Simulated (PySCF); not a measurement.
# NMR data sheet: C8H10P2

- Formula: C8H10P2
- SMILES: Cc1cpc(C2CC2)pc1
- Point group of the computed structure: C1
- Carbon signals: 6
- Proton signals: 5

Mapped SMILES: `[CH3:1][c:2]1[cH:3][p:4][c:5]([CH:6]2[CH2:7][CH2:8]2)[p:9][cH:10]1`. Hydrogens are named by the atom that carries them. Ha(C7), Ha(C8) are cis to C5 on the ring; Hb(C7), Hb(C8) are trans to C5 on the ring.

[PySCF: GFN2-xTB geometry; GIAO PBE0/pcSseg-1 shieldings; rapidly exchanging positions averaged; non-relativistic; in vacuum; one conformer]

Shifts are taken against calculated references (same method and geometry level): TMS for 1H (σ = 31.72 ppm) and 13C (σ = 186.93 ppm); H3PO4 for 31P (σ = 318.38 ppm).

| carbon | δC, type | δH (multiplicity) | HMBC from (2–3 bonds) | span of the C tensor (ppm) |
| --- | --- | --- | --- | --- |
| C1 | 30.8, CH3 | 2.70 (s) | H(C3)/H(C10) | 65 |
| C2 | 145.6, C | – | H(C3)/H(C10), H(C1) | 247 |
| C3/C10 | 162.0, CH | 8.94 (m) | H(C3)/H(C10), H(C1) | 291 |
| C5 | 225.6, C | – | H(C3)/H(C10), H(C6), Hb(C7)/Hb(C8), Ha(C7)/Ha(C8) | 423 |
| C6 | 28.7, CH | 2.79 (m) | Hb(C7)/Hb(C8), Ha(C7)/Ha(C8) | 92 |
| C7/C8 | 27.0, CH2 | Hb(C7) 1.64 (m); Ha(C7) 1.21 (m) | H(C6), Hb(C7)/Hb(C8), Ha(C7)/Ha(C8) | 84 |

Other nuclei:
```json
{"atoms": "P4/P9", "nucleus": "31P", "environment": "phosphorus bonded to 2 C, in a 6-membered ring", "δ (ppm)": "245.6", "σ (ppm)": "72.7"}
```

- δC 225.6, 145.6: substituted aromatic carbon.
- δC 162.0: aromatic CH.
- δC 30.8: methyl carbon on an aromatic ring; aliphatic region, no heteroatom directly attached.
- δH 8.94: hydrogen on an aromatic CH; aromatic region.
- δH 2.70: hydrogen on a methyl carbon on an aromatic ring; benzylic-type position, deshielded by the ring.

Splittings by 31P in the carbon and heteronuclear signals aren't shown, as no couplings were computed. Shifts are as computed. Against solution values, carbons near 30 ppm lie about +3 ppm off and those near 130 ppm about +5 ppm. Of 1211 compounds with measured shifts, 218 miss one by over three times the rms of a fit or turn the order of signals round; such compounds aren't used in these exercises. Experimental scales use liquid or dissolved standards, which lie at an offset from isolated H3PO4. Multiplicities follow the n + 1 count of equivalent neighbours, as no J values were calculated; m marks all less simple cases, F and P coupling included.
